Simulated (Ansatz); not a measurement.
Cost and result for the atomization energy of `CC1=[N+](C)[In-]([Cl])([Cl])[N]1C` (18 atoms, 18 bonds).

```json
{"atom": "C1", "x (Å)": "-0.451", "y (Å)": "1.265", "z (Å)": "-1.155"}
{"atom": "C2", "x (Å)": "-0.063", "y (Å)": "0.207", "z (Å)": "-0.179"}
{"atom": "N3", "x (Å)": "-0.659", "y (Å)": "-0.975", "z (Å)": "-0.148"}
{"atom": "C4", "x (Å)": "-1.717", "y (Å)": "-1.352", "z (Å)": "-1.044"}
{"atom": "In5", "x (Å)": "0.572", "y (Å)": "-1.658", "z (Å)": "1.494"}
{"atom": "Cl6", "x (Å)": "2.203", "y (Å)": "-3.240", "z (Å)": "1.003"}
{"atom": "Cl7", "x (Å)": "-0.450", "y (Å)": "-1.838", "z (Å)": "3.574"}
{"atom": "N8", "x (Å)": "0.888", "y (Å)": "0.345", "z (Å)": "0.729"}
{"atom": "C9", "x (Å)": "1.679", "y (Å)": "1.531", "z (Å)": "0.906"}
{"atom": "H10", "x (Å)": "-0.360", "y (Å)": "0.882", "z (Å)": "-2.174"}
{"atom": "H11", "x (Å)": "-1.498", "y (Å)": "1.539", "z (Å)": "-1.006"}
{"atom": "H12", "x (Å)": "0.163", "y (Å)": "2.157", "z (Å)": "-1.056"}
{"atom": "H13", "x (Å)": "-2.585", "y (Å)": "-0.687", "z (Å)": "-0.969"}
{"atom": "H14", "x (Å)": "-2.055", "y (Å)": "-2.357", "z (Å)": "-0.793"}
{"atom": "H15", "x (Å)": "-1.391", "y (Å)": "-1.369", "z (Å)": "-2.091"}
{"atom": "H16", "x (Å)": "2.273", "y (Å)": "1.776", "z (Å)": "0.017"}
{"atom": "H17", "x (Å)": "1.071", "y (Å)": "2.405", "z (Å)": "1.167"}
{"atom": "H18", "x (Å)": "2.379", "y (Å)": "1.369", "z (Å)": "1.725"}
```

The species carries charge 0 and has multiplicity 1. Correlated methods include outer-core shells of In, which these sets cover unevenly. In: def2 effective core potential. Geometry: relaxed with PBE0-D4/def2-TZVP. Program: Ansatz. All runs use 4 threads of an AMD EPYC 7R13 on a shared host and a share of an NVIDIA H100 80 GB. Times are those of one run each, without the atoms' runs, and a repeat can differ threefold. Electronic energies, without spin–orbit coupling; frozen cores. CCSD(T)/CBS adds CCSD(T) − MP2 in def2-TZVPP to the MP2 limit, and its time is that of the two runs behind it. T1 = 0.014. With those shells the extrapolation isn't a true limit. HSE06 is the plane-wave form, built on full-range PBE exchange.

CCSD(T)/CBS is a level of theory with its own doubt, some kJ/mol a heavy atom from the limit and from the frozen cores, so smaller differences don't rank the functionals.

| level | functions | wall time | atomization (kJ/mol) | difference from CCSD(T)/CBS | per bond |
| --- | --- | --- | --- | --- | --- |
| PBE0-D4/def2-TZVPP | 446 | 3.4 s | 6883.9 | 48.6 | 2.7 |
| CCSD(T)/def2-SVP | 191 | 3.4 s | 6481.4 | -353.9 | -19.7 |
| BLYP-D4/def2-TZVPP | 446 | 3.7 s | 6804.9 | -30.4 | -1.7 |
| CAM-B3LYP-D4/def2-TZVPP | 446 | 3.9 s | 6849.7 | 14.4 | 0.8 |
| HSE06-D4/def2-TZVPP | 446 | 4.2 s | 6888.7 | 53.4 | 3.0 |
| B2PLYP/def2-TZVPP | 446 | 4.2 s | 6738.9 | -96.4 | -5.4 |
| PBE-QIDH/def2-TZVPP | 446 | 4.4 s | 6815.8 | -19.5 | -1.1 |
| ωB97X-V/def2-TZVPP | 446 | 4.4 s | 6865.0 | 29.7 | 1.6 |
| r2SCAN-D4/def2-TZVPP (with forces) | 446 | 5 s | 6845.4 | 10.1 | 0.6 |
| ωB97M-V/def2-TZVPP (with forces) | 446 | 6.5 s | 6857.0 | 21.7 | 1.2 |
| MP2/def2-QZVPP | 834 | 8.5 s | 6886.5 | 51.2 | 2.8 |
| CCSD(T)/def2-TZVPP | 446 | 47 s | 6639.9 | -195.4 | -10.9 |
| CCSD(T)/CBS(def2) | – | 56 s | 6835.3 | 0.0 | 0.0 |

From BLYP to BHLYP (50 % exact exchange), in def2-TZVPP and without D4, the atomization energy moves by −145.5 kJ/mol: exact exchange takes away binding that semilocal exchange gives to molecules. Leaving LDA and LC-ωPBE aside and taking each functional with its dispersion term where it has one, the values, not all of them listed here, spread over 394.9 kJ/mol, from BHLYP-D4 to PBE-D4. LDA lies +924.5 kJ/mol from PBE without D4, its usual overbinding. The D4 term adds +84.3 kJ/mol with B3LYP and +46.1 kJ/mol with PBE0; it sums over pairs of atoms, weighted by their polarisabilities, and B3LYP, whose exchange is more repulsive, gets the larger term.

B3LYP here is the variant with VWN-RPA as its local correlation; programs differ in this.

Spin–orbit coupling would lower the free In atoms strongly, and the atomization energy with them, by more than many differences here.
